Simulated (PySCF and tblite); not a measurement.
Values are calculated unless marked as measured or tabulated.
Stationary points of C3H10BNO at PBE0-D3(BJ)/def2-SVP, in Å:

Structure A

```
 1 C     2.469    0.085    0.021
 2 O     1.527   -0.745    0.627
 3 B     0.324   -1.079    0.042
 4 N    -0.762   -0.188    0.022
 5 C    -0.725    1.110    0.647
 6 C    -2.014   -0.517   -0.608
 7 H     3.278    0.290    0.738
 8 H     2.921   -0.390   -0.871
 9 H     2.043    1.056   -0.296
10 H     0.167   -2.181   -0.449
11 H     0.207    1.225    1.214
12 H    -1.569    1.230    1.350
13 H    -0.796    1.927   -0.094
14 H    -2.850   -0.485    0.115
15 H    -1.964   -1.528   -1.035
16 H    -2.256    0.190   -1.422
```

Structure B

```
 1 C     2.440    0.089    0.332
 2 O     1.665   -0.980   -0.110
 3 B     0.313   -1.111   -0.243
 4 N    -0.710   -0.178    0.046
 5 C    -0.583    1.160    0.566
 6 C    -2.088   -0.546   -0.181
 7 H     2.226    0.360    1.381
 8 H     3.498   -0.207    0.276
 9 H     2.313    0.990   -0.294
10 H    -0.038   -2.188   -0.671
11 H     0.461    1.434    0.739
12 H    -1.123    1.268    1.525
13 H    -1.015    1.902   -0.132
14 H    -2.677   -0.500    0.754
15 H    -2.148   -1.568   -0.576
16 H    -2.572    0.135   -0.907
```

Structure C

```
 1 C     2.805   -0.207    0.192
 2 O     1.492    0.232    0.375
 3 B     0.417   -0.462   -0.098
 4 N    -0.881    0.033    0.125
 5 C    -1.131    1.256    0.842
 6 C    -2.056   -0.647   -0.346
 7 H     3.287   -0.378    1.170
 8 H     2.851   -1.145   -0.386
 9 H     3.388    0.561   -0.342
10 H     0.567   -1.501   -0.710
11 H    -0.180    1.700    1.161
12 H    -1.753    1.077    1.739
13 H    -1.667    1.990    0.212
14 H    -2.728   -0.923    0.488
15 H    -1.775   -1.566   -0.878
16 H    -2.642   -0.014   -1.040
```

Level: BP86/pcSseg-1 + D3(BJ) on PBE0-D3(BJ)/def2-SVP stationary points, with GFN2-xTB thermal terms.

Q: Which structure is a saddle point, and along which motion?

A: A: one imaginary mode (191i cm⁻¹ at GFN2-xTB, mostly on O2, C1, H10), along the rotation about the B3–O2 bond (torsion N4–B3–O2–C1 from 180° to 360°, rising).

Q: Give their symmetry and energies above the lowest.

A: A C1, 8.3 kcal/mol; B Cs, 5.8 kcal/mol; C Cs, 0.0 kcal/mol.
